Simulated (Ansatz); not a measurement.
Reaction (formal exchange of groups at a Mg–Cl bond): `C[O][Mg][Cl]` + `CC/C=C\CC` → `C[CH2][Mg][O]C` + `CC/C=C\Cl`

Calculated with Ansatz (gas phase, PBE0-D4/def2-TZVP geometries, no zero-point term in ΔE). CBS: MP2 limit from def2 TZ/QZ plus the TZ coupled-cluster correction, frozen cores. Double bonds are as drawn, so ΔE can hold a change between cis and trans. Functionals use def2-TZVPP. For Mg outer-core shells are correlated without core-valence functions, which leaves a few kJ/mol of doubt a bond. One conformer a species, not always the lowest.

(1) Is it downhill or uphill in electronic energy at CCSD(T)/CBS, and by how much? (An estimate is asked.)

(2) What do these levels give: LDA (SPW92), revPBE-D4, BLYP-D4, r2SCAN-D4, CAM-B3LYP-D4, ωB97M-V, B2PLYP, PBE, r2SCAN, HF/def2-SVP, CCSD/def2-TZVPP, HF/def2-QZVPP? (Best estimate.)

Largest T1 diagnostic among the species: 0.010.

## Answers

(1) Ansatz gave: Uphill: ΔE = +247.7 kJ/mol.

(2) Ansatz gave: LDA (SPW92) 226.7, revPBE-D4 230.1, BLYP-D4 231.0, r2SCAN-D4 248.6, CAM-B3LYP-D4 250.4, ωB97M-V 246.4, B2PLYP 246.2, PBE 225.6, r2SCAN 247.7, HF/def2-SVP 297.1, CCSD/def2-TZVPP 252.8, HF/def2-QZVPP 283.2 kJ/mol.

From BLYP to BHLYP (50 % exact exchange), in def2-TZVPP and without D4, ΔE moves by +31.8 kJ/mol. In def2-TZVPP, CCSD(T) changes the Hartree–Fock value by −34.3 kJ/mol (the triples alone add −5.9 kJ/mol) and MP2 by −30.8 kJ/mol. Leaving LDA and LC-ωPBE aside and taking each functional with its dispersion term where it has one, the values, not all of them listed here, spread over 33.6 kJ/mol, from PBE-D4 to BHLYP-D4.
